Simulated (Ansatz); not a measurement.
C2H6N, SMILES `C[N+]C` (singlet; the order of the spin states depends on the level) (charge 1, multiplicity 1). This singlet lies 0.17 eV above the relaxed triplet at the level frozen-core CCSD(T)/cc-pVTZ // B3LYP-D3(BJ)/def2-TZVP (Ansatz, a quantum-chemistry and plane-wave program); other levels give the other order.

Z-matrix (Å, degrees):
```
N
C 1 1.3676
C 1 1.3676 2 120.82
H 3 1.0895 1 119.36 2 0.00
H 2 1.0895 1 119.36 3 -0.02
H 2 1.1165 5 114.55 1 126.24
H 3 1.1165 4 114.55 1 126.23
H 3 1.1165 4 114.55 7 107.56
H 2 1.1166 5 114.54 6 107.56
```
Charge +1, spin multiplicity 1.

Frozen-core energies in 6-31g from Ansatz at a geometry from B3LYP-D3(BJ)/def2-TZVP; the HF reference has <S^2> = 0.00 (restricted, and unstable towards unrestricted orbitals) and the T1 diagnostic is 0.021.

```
level  energy (Ha)
-----  -----------
HF      -133.23313
MP2     -133.50386
CCSD    -133.54364
```

Question: Estimate the energies of CCSD(T), CCSDT, CCSDT(Q) and CCSDTQ, and give each level's difference from CCSDTQ.

Answer: 
```csv
level,energy (Ha),difference from CCSDTQ (mHa)
MP2,-133.50386,50.77
CCSD,-133.54364,10.99
CCSD(T),-133.55303,1.60
CCSDT,-133.55405,0.57
CCSDT(Q),-133.55466,-0.04
CCSDTQ,-133.55463,0.00
```
